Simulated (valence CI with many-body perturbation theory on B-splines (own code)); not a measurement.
**E1 transitions of W XLII**

Level of theory: relativistic CI+MBPT: five valence electrons over a frozen Dirac-Fock core [Ar] 3d10, radial functions for each j: 11 s, 11 p, 10 d, 8 f, 5 g, 2 h, with the one-electron correlation potential Σ1 (screened to all orders), the two-electron term Σ2, the three-electron term Σ3, Breit, model QED; selected single and double excitations, second order for the rest, scaled by the run's own slope (own B-spline code, finite nucleus).

No measured spectrum was set against this ion. As an estimate, large intervals hold to a few tenths of a per cent, small ones and those within an open d or f shell to about a per cent. Among the levels kept, up to 2100 cm⁻¹ of a level comes from second order outside the variational space, and about a tenth of that is noise between levels of different J, which matters for small intervals.

Lines 1 to 50 of 519 in falling wavelength, among levels below 40.153 Ry, chosen from the strongest by gf and those to the six lowest levels. Wavelengths and rates use the calculated energies. Electric multipoles are in the length gauge, E1 and E2 with the static RPA response of the core. Weak lines are less certain than strong ones. Lines between different terms over intervals too small for the method are left out, as are lines whose strength nearly cancels. Where a level lies close to another of its J and parity, the split of strength between their lines is uncertain. The highest levels of a list are the least certain.

Levels are named by their leading jj configuration (3d3/2^4 stands for four electrons in 3d with j = 3/2), which in mixed levels can hold well under half, so a name can repeat and another be missing. Letters in brackets count levels of one name in rising energy.

```tsv
λ vac (nm)	Upper	Lower	A (s⁻¹)	S (a.u.) with core polarisation	S without
20.92	(4s^2 4p1/2^2 4d3/2) J=3/2	(4s^2 4p1/2 4p3/2^2) J=5/2	1.15e+08	2.08e-03	2.21e-03
15.72	(4s 4p1/2^2 4p3/2 4d3/2) J=7/2	(4s^2 4p1/2 4p3/2 4d3/2) J=5/2 [b]	4.67e+09	7.17e-02	7.63e-02
15.52	(4s 4p1/2 4p3/2^2 4d3/2) J=9/2	(4s^2 4p3/2^2 4d3/2) J=7/2	3.77e+09	6.95e-02	7.40e-02
15.09	(4s^2 4p1/2^2 4d5/2) J=5/2	(4s^2 4p1/2 4p3/2^2) J=5/2	1.71e+09	1.74e-02	1.85e-02
14.83	(4s 4p1/2^2 4p3/2 4f7/2) J=11/2	(4s^2 4p1/2 4p3/2 4f7/2) J=11/2	3.17e+09	6.12e-02	6.51e-02
14.71	(4s 4p1/2^2 4d3/2 4d5/2) J=9/2	(4s^2 4p1/2 4d3/2 4d5/2) J=7/2 [b]	4.78e+09	7.51e-02	7.99e-02
14.53	(4s 4p1/2^2 4p3/2 4f5/2) J=9/2	(4s^2 4p1/2 4p3/2 4f5/2) J=9/2	4.59e+09	6.94e-02	7.38e-02
14.21	(4s 4p1/2 4p3/2^2 4d5/2) J=11/2	(4s^2 4p3/2^2 4d5/2) J=9/2	5.07e+09	8.61e-02	9.17e-02
14.15	(4s^2 4p1/2^2 4d5/2) J=5/2	(4s^2 4p1/2 4p3/2^2) J=3/2	2.43e+09	2.04e-02	2.17e-02
14.02	(4s 4p1/2^2 4p3/2 4f7/2) J=11/2	(4s^2 4p1/2 4p3/2 4f7/2) J=9/2	7.30e+09	1.19e-01	1.27e-01
13.92	(4s 4p1/2^2 4p3/2 4d5/2) J=9/2	(4s^2 4p1/2 4p3/2 4d5/2) J=9/2	6.95e+09	9.25e-02	9.85e-02
13.40	(4s 4p1/2^2 4d3/2^2) J=3/2	(4s^2 4p1/2 4d3/2^2) J=5/2	1.36e+10	6.47e-02	6.88e-02
13.30	(4s 4p1/2^2 4p3/2 4f5/2) J=7/2	(4s^2 4p1/2 4p3/2 4f5/2) J=5/2 [b]	6.64e+09	6.17e-02	6.55e-02
13.29	(4s 4p1/2^2 4p3/2 4d3/2) J=7/2	(4s^2 4p1/2 4p3/2 4d3/2) J=7/2	8.25e+09	7.65e-02	8.13e-02
13.03	(4s 4p1/2^2 4p3/2 4d5/2) J=9/2	(4s^2 4p1/2 4p3/2 4d5/2) J=7/2 [a]	1.44e+10	1.57e-01	1.67e-01
12.97	(4s 4p1/2^2 4p3/2 4d3/2) J=5/2 [a]	(4s^2 4p1/2 4p3/2 4d3/2) J=5/2 [a]	9.03e+09	5.83e-02	6.20e-02
12.87	(4s 4p1/2^2 4p3/2 4f7/2) J=11/2	(4s 4p1/2 4p3/2^2 4d5/2) J=11/2	4.64e+09	5.86e-02	6.23e-02
12.84	(4s 4p1/2^2 4p3/2^2) J=5/2	(4s^2 4p1/2 4p3/2^2) J=5/2	6.56e+09	4.12e-02	4.38e-02
12.77	(4s 4p1/2^2 4d3/2^2) J=5/2	(4s^2 4p1/2 4d3/2^2) J=5/2	1.23e+10	7.61e-02	8.09e-02
12.64	(4s 4p1/2^2 4p3/2 4f7/2) J=9/2	(4s^2 4p1/2 4d5/2^2) J=9/2 [a]	7.59e+09	7.56e-02	8.04e-02
12.57	(4s 4p1/2^2 4d3/2 4d5/2) J=7/2 [a]	(4s^2 4p1/2 4d3/2 4d5/2) J=7/2 [a]	8.44e+09	6.61e-02	7.03e-02
12.56	(4s 4p1/2 4p3/2^2 4d5/2) J=7/2 [g]	(4s^2 4p3/2^2 4d5/2) J=5/2 [b]	1.16e+10	9.12e-02	9.71e-02
12.50	(4s 4p1/2^2 4p3/2 4d5/2) J=5/2 [a]	(4s^2 4p1/2 4p3/2 4d5/2) J=5/2 [a]	9.93e+09	5.74e-02	6.11e-02
12.45	(4s 4p1/2 4p3/2^2 4d5/2) J=9/2 [b]	(4s^2 4p3/2^2 4d5/2) J=7/2	7.13e+09	6.79e-02	7.23e-02
12.45	(4s 4p1/2^2 4d3/2 4d5/2) J=9/2	(4s^2 4p1/2 4d3/2 4d5/2) J=9/2	1.01e+10	9.62e-02	1.02e-01
12.42	(4s 4p1/2^2 4p3/2 4d5/2) J=7/2 [b]	(4s^2 4p1/2 4p3/2 4d5/2) J=5/2 [b]	7.30e+09	5.53e-02	5.88e-02
12.40	(4s^2 4p1/2 4p3/2 4f7/2) J=11/2	(4s^2 4p3/2^2 4d5/2) J=9/2	8.78e+09	9.92e-02	1.06e-01
12.36	(4p1/2^2 4p3/2^3) J=3/2	(4s 4p1/2 4p3/2^3) J=3/2 [b]	1.51e+10	5.61e-02	5.97e-02
12.31	(4s 4p1/2^2 4p3/2^2) J=1/2	(4s^2 4p1/2 4p3/2^2) J=1/2	2.69e+10	4.95e-02	5.26e-02
12.26	(4s 4p1/2 4p3/2^2 4d5/2) J=7/2 [e]	(4s^2 4p3/2^2 4d5/2) J=5/2 [a]	1.20e+10	8.74e-02	9.30e-02
12.15	(4s 4p1/2^2 4p3/2^2) J=5/2	(4s^2 4p1/2 4p3/2^2) J=3/2	1.06e+10	5.61e-02	5.97e-02
12.10	(4s 4p1/2^2 4d3/2 4d5/2) J=7/2 [b]	(4s^2 4p1/2 4d3/2 4d5/2) J=9/2	2.08e+10	1.45e-01	1.55e-01
12.06	(4s 4p1/2^2 4p3/2 4d5/2) J=3/2 [a]	(4s^2 4p1/2 4p3/2 4d5/2) J=5/2 [a]	2.21e+10	7.65e-02	8.14e-02
12.05	(4s 4p1/2^2 4p3/2 4f7/2) J=9/2	(4s 4p1/2 4p3/2^2 4d3/2) J=7/2 [b]	6.91e+09	5.96e-02	6.34e-02
12.04	(4s 4p1/2^2 4p3/2 4d5/2) J=5/2 [a]	(4s^2 4p1/2 4p3/2 4d5/2) J=3/2 [a]	1.14e+10	5.89e-02	6.26e-02
12.00	(4s 4p1/2 4p3/2^3) J=5/2	(4s^2 4p3/2^3) J=3/2	1.37e+10	7.02e-02	7.48e-02
11.85	(4s 4p1/2 4p3/2^2 4d5/2) J=5/2 [c]	(4s^2 4p3/2^2 4d5/2) J=5/2 [a]	1.09e+10	5.39e-02	5.74e-02
11.84	(4s 4p1/2^2 4p3/2 4f7/2) J=11/2	(4s 4p1/2 4p3/2^2 4d5/2) J=9/2 [a]	6.49e+09	6.38e-02	6.77e-02
11.76	(4s 4p1/2^2 4p3/2 4d5/2) J=7/2 [a]	(4s^2 4p1/2 4p3/2 4d5/2) J=9/2	1.37e+10	8.82e-02	9.37e-02
11.60	(4s 4p1/2^2 4p3/2 4d5/2) J=5/2 [b]	(4s^2 4p1/2 4p3/2 4d5/2) J=7/2 [b]	2.59e+10	1.20e-01	1.27e-01
11.59	(4s 4p1/2 4p3/2^2 4d5/2) J=5/2 [f]	(4s^2 4p3/2^2 4d5/2) J=5/2 [b]	1.50e+10	6.91e-02	7.35e-02
11.54	(4p1/2 4p3/2^4) J=1/2	(4s 4p3/2^4) J=1/2	3.09e+10	4.69e-02	4.99e-02
11.40	(4s 4p1/2^2 4p3/2 4d3/2) J=3/2 [b]	(4s^2 4p1/2 4p3/2 4d3/2) J=5/2 [a]	1.57e+10	4.60e-02	4.88e-02
11.33	(4s 4p1/2 4p3/2^2 4d5/2) J=5/2 [b]	(4s^2 4p3/2^2 4d5/2) J=7/2	1.33e+10	5.74e-02	6.10e-02
11.32	(4s 4p1/2^2 4d3/2 4d5/2) J=5/2 [b]	(4s^2 4p1/2 4d3/2 4d5/2) J=7/2 [a]	1.30e+10	5.59e-02	5.94e-02
11.31	(4s 4p1/2^2 4p3/2^2) J=3/2	(4s^2 4p1/2 4p3/2^2) J=5/2	3.16e+10	9.01e-02	9.57e-02
11.26	(4p1/2^2 4p3/2^3) J=3/2	(4s 4p1/2 4p3/2^3) J=5/2	3.66e+10	1.03e-01	1.10e-01
11.22	(4s 4p1/2 4p3/2^2 4d5/2) J=3/2 [e]	(4s^2 4p3/2^2 4d5/2) J=5/2 [b]	1.82e+10	5.09e-02	5.41e-02
11.09	(4s 4p1/2 4p3/2^2 4d3/2) J=7/2 [e]	(4s^2 4p3/2^2 4d3/2) J=7/2	8.42e+09	4.54e-02	4.83e-02
10.96	(4s 4p1/2 4p3/2^3) J=3/2 [b]	(4s^2 4p3/2^3) J=3/2	2.07e+10	5.38e-02	5.72e-02
```
